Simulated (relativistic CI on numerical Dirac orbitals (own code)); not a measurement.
Pt42+: computed level list

These numbers are calculated, not measured: Dirac-Coulomb-Breit CI, separate exchange-only KLI orbitals for each configuration, model QED, unscaled Slater integrals (own radial code, finite nucleus).

CI space (outside the closed core [Ar] 3d10): 4s²4p⁶, 4s²4p⁵4d, 4s4p⁶4d, 4s²4p⁵4f, 4s4p⁶4f, 4p⁶4d4f, 4s²4p⁵5s, 4s²4p⁵5p, 4s4p⁶5s, 4s²4p⁵5d, 4s4p⁶5p, 4s²4p⁵5f, 4s²4p⁵5g, 4s4p⁶5d, 4p⁶4f5s, 4s4p⁶5f, 4s²4p⁵6s, 4s²4p⁵6p, 4s4p⁶5g, 4s²4p⁵6d, 4s²4p⁵6f, 4p⁶4d², 4p⁵4d³, 4p⁵4d²4f, 4p⁵4d²5s, 4p⁵4d²5p, 4p⁶4f², 4p⁵4d4f², 4p⁵4f³, 4p⁵4f²5s, 4p⁵4f²5p, 4p⁶4d5s, 4p⁵4d4f5s, 4p⁵4d5s², 4p⁵4d5s5p. Double excitations out of closed p, d and f shells are left out; levels of such configurations are missing from the list, as are those of other unlisted configurations, and high levels can miss mixing partners. These lack a partner that the ground configuration has and come out too high: 4s²4p⁵5d, 4s²4p⁵5f, 4s²4p⁵5g, 4s²4p⁵6s, 4s²4p⁵6p.

| No. | Configuration | Term | J | E (Ry) | % | jj configuration (%) |
| --- | --- | --- | --- | --- | --- | --- |
| 1 | 4s²4p⁶ | ¹S | 0 | 0.0000 | 100 | closed (100) |
| 2 | 4s²4p⁵4d | ³P° | 0 | 11.9609 | 100 | 4p3/2^3 4d3/2 (100) |
| 3 | 4s²4p⁵4d | ³P° | 1 | 12.3507 | 72 | 4p3/2^3 4d3/2 (94) |
| 4 | 4s²4p⁵4d | ³F° | 3 | 12.5673 | 57 | 4p3/2^3 4d3/2 (100) |
| 5 | 4s²4p⁵4d | ³D° | 2 | 12.6864 | 53 | 4p3/2^3 4d3/2 (99) |
| 6 | 4s²4p⁵4d | ³F° | 4 | 14.1590 | 100 | 4p3/2^3 4d5/2 (100) |
| 7 | 4s²4p⁵4d | ¹D° | 2 | 14.3689 | 47 | 4p3/2^3 4d5/2 (99) |
| 8 | 4s²4p⁵4d | ³D° | 3 | 14.8099 | 69 | 4p3/2^3 4d5/2 (100) |
| 9 | 4s²4p⁵4d | ¹P° | 1 | 16.1347 | 44 | 4p3/2^3 4d5/2 (89) |
| 10 | 4s²4p⁵4d | ³F° | 2 | 21.3958 | 72 | 4p1/2 4p3/2^4 4d3/2 (100) |
| 11 | 4s²4p⁵4d | ¹P° | 1 | 23.1450 | 56 | 4p1/2 4p3/2^4 4d3/2 (95) |
| 12 | 4s²4p⁵4d | ³P° | 2 | 23.3525 | 43 | 4p1/2 4p3/2^4 4d5/2 (100) |
| 13 | 4s²4p⁵4d | ³F° | 3 | 23.5510 | 41 | 4p1/2 4p3/2^4 4d5/2 (100) |
| 14 | 4s²4p⁵4f | ³D | 1 | 28.5699 | 75 | 4p3/2^3 4f5/2 (75) |
| 15 | 4s²4p⁵4f | ³D | 2 | 29.0744 | 62 | 4p3/2^3 4f5/2 (57) |
| 16 | 4s²4p⁵4f | ³G | 4 | 29.6365 | 57 | 4p3/2^3 4f5/2 (100) |
| 17 | 4s²4p⁵4f | ³F | 3 | 29.7935 | 54 | 4p3/2^3 4f5/2 (62) |
| 18 | 4s²4p⁵4f | ³G | 5 | 29.9391 | 100 | 4p3/2^3 4f7/2 (100) |
| 19 | 4s²4p⁵4f | ¹F | 3 | 30.0606 | 59 | 4p3/2^3 4f7/2 (59) |
| 20 | 4s²4p⁵4f | ³F | 4 | 30.4988 | 69 | 4p3/2^3 4f7/2 (100) |
| 21 | 4s²4p⁵4f | ¹D | 2 | 30.6274 | 54 | 4p3/2^3 4f7/2 (58) |
| 22 | 4s4p⁶4d | ³D | 1 | 31.3001 | 75 | 4s 4d3/2 (75) |
| 23 | 4s4p⁶4d | ³D | 2 | 31.3584 | 49 | 4s 4d3/2 (76) |
| 24 | 4s4p⁶4d | ³D | 3 | 32.6815 | 89 | 4s 4d5/2 (89) |
| 25 | 4s4p⁶4d | ¹D | 2 | 33.2496 | 71 | 4s 4d5/2 (95) |
| 26 | 4s²4p⁵4f | ³G | 3 | 38.5937 | 71 | 4p1/2 4p3/2^4 4f5/2 (100) |
| 27 | 4s²4p⁵4f | ³F | 2 | 39.1381 | 44 | 4p1/2 4p3/2^4 4f5/2 (99) |
| 28 | 4s²4p⁵4f | ³D | 3 | 39.2150 | 50 | 4p1/2 4p3/2^4 4f7/2 (98) |
| 29 | 4s²4p⁵4f | ³G | 4 | 39.2312 | 39 | 4p1/2 4p3/2^4 4f7/2 (100) |
| 30 | 4s4p⁶4f | ³F° | 2 | 47.8114 | 100 | 4s 4f5/2 (100) |
| 31 | 4s4p⁶4f | ³F° | 3 | 47.9192 | 86 | 4s 4f5/2 (89) |
| 32 | 4s4p⁶4f | ³F° | 4 | 48.2944 | 100 | 4s 4f7/2 (100) |
| 33 | 4s4p⁶4f | ¹F° | 3 | 48.6379 | 86 | 4s 4f7/2 (89) |
| 34 | 4s²4p⁵5s | ³P° | 2 | 57.7642 | 100 | 4p3/2^3 5s (100) |
| 35 | 4s²4p⁵5s | ¹P° | 1 | 57.9227 | 65 | 4p3/2^3 5s (100) |
| 36 | 4s²4p⁵5p | ³P | 1 | 61.6678 | 48 | 4p3/2^3 5p1/2 (99) |
| 37 | 4p⁶4d² | ³F | 2 | 61.6810 | 75 | 4d3/2^2 (98) |
| 38 | 4s²4p⁵5p | ³D | 2 | 61.7532 | 51 | 4p3/2^3 5p1/2 (100) |
| 39 | 4p⁶4d² | ³P | 0 | 62.3997 | 72 | 4d3/2^2 (97) |
| 40 | 4p⁶4d² | ³F | 3 | 63.4620 | 99 | 4d3/2 4d5/2 (99) |
| 41 | 4p⁶4d² | ³P | 2 | 63.8071 | 50 | 4d3/2 4d5/2 (98) |
| 42 | 4p⁶4d² | ¹G | 4 | 63.8972 | 66 | 4d3/2 4d5/2 (97) |
| 43 | 4p⁶4d² | ³P | 1 | 63.9183 | 99 | 4d3/2 4d5/2 (99) |
| 44 | 4p⁶4d² | ³F | 4 | 65.5220 | 66 | 4d5/2^2 (97) |
| 45 | 4s²4p⁵5p | ¹P | 1 | 65.5495 | 55 | 4p3/2^3 5p3/2 (99) |
| 46 | 4s²4p⁵5p | ³D | 3 | 65.5645 | 100 | 4p3/2^3 5p3/2 (100) |
| 47 | 4p⁶4d² | ¹D | 2 | 65.7878 | 47 | 4d5/2^2 (99) |
| 48 | 4s²4p⁵5p | ³P | 2 | 65.8250 | 67 | 4p3/2^3 5p3/2 (100) |
| 49 | 4s²4p⁵5p | ¹S | 0 | 66.3980 | 58 | 4p3/2^3 5p3/2 (99) |
| 50 | 4p⁶4d² | ¹S | 0 | 66.6094 | 72 | 4d5/2^2 (97) |
| 51 | 4s²4p⁵5s | ³P° | 0 | 66.8075 | 99 | 4p1/2 4p3/2^4 5s (99) |
| 52 | 4s²4p⁵5s | ³P° | 1 | 66.9076 | 65 | 4p1/2 4p3/2^4 5s (100) |
| 53 | 4s²4p⁵5p | ³D | 1 | 70.7626 | 72 | 4p1/2 4p3/2^4 5p1/2 (100) |
| 54 | 4s²4p⁵5p | ³P | 0 | 71.3749 | 59 | 4p1/2 4p3/2^4 5p1/2 (99) |
| 55 | 4s²4p⁵5d | ³P° | 0 | 71.5698 | 98 | 4p3/2^3 5d3/2 (98) |
| 56 | 4s²4p⁵5d | ³P° | 1 | 71.7590 | 67 | 4p3/2^3 5d3/2 (96) |
| 57 | 4s²4p⁵5d | ³F° | 3 | 71.8300 | 53 | 4p3/2^3 5d3/2 (100) |
| 58 | 4s²4p⁵5d | ³D° | 2 | 71.9750 | 55 | 4p3/2^3 5d3/2 (99) |
| 59 | 4s²4p⁵5d | ³F° | 4 | 72.6131 | 100 | 4p3/2^3 5d5/2 (100) |
| 60 | 4s²4p⁵5d | ¹D° | 2 | 72.6998 | 50 | 4p3/2^3 5d5/2 (99) |
| 61 | 4s²4p⁵5d | ¹P° | 1 | 72.7206 | 65 | 4p3/2^3 5d5/2 (96) |
| 62 | 4s²4p⁵5d | ³D° | 3 | 72.8613 | 72 | 4p3/2^3 5d5/2 (100) |
| 63 | 4p⁵4d³(2D) | ³D° | 2 | 73.6130 | 26 | 4p3/2^3 4d3/2^3 (94) |
| 64 | 4p⁵4d³(4F) | ⁵D° | 1 | 73.7493 | 31 | 4p3/2^3 4d3/2^3 (89) |
| 65 | 4p⁵4d³(4F) | ⁵D° | 0 | 73.8982 | 57 | 4p3/2^3 4d3/2^3 (93) |
| 66 | 4p⁵4d³(2D) | ³F° | 3 | 74.0370 | 24 | 4p3/2^3 4d3/2^3 (95) |
| 67 | 4s²4p⁵5p | ³P | 1 | 74.5352 | 48 | 4p1/2 4p3/2^4 5p3/2 (89) |
| 68 | 4s²4p⁵5p | ³D | 2 | 74.7405 | 49 | 4p1/2 4p3/2^4 5p3/2 (100) |
| 69 | 4p⁵4d³(4F) | ⁵F° | 3 | 75.0916 | 36 | 4p3/2^3 4d3/2^2 4d5/2 (94) |
| 70 | 4p⁵4d³(4P) | ⁵S° | 2 | 75.2648 | 34 | 4p3/2^3 4d3/2^2 4d5/2 (93) |

Energies count from the lowest computed level; ° marks odd parity. Percentages are summed over parent terms; the parents shown are those of the largest component, closed shells are left out there. Filled j subshells are mostly left out of the jj labels.

The mean weight of the leading LS term, summed over parents, in these 70 levels is 66 %, and that of the leading jj configuration (from the same eigenvectors) 94 %, so jj coupling describes them better and the LS labels are nominal.

At this charge energies of transitions that change n are usually good to better than 1 %, and those within a shell (Δn = 0) to a few per cent.

LS names give the leading component of a level, which can be under half, so a name can repeat, a term be missing and a line seem to break the LS rules.
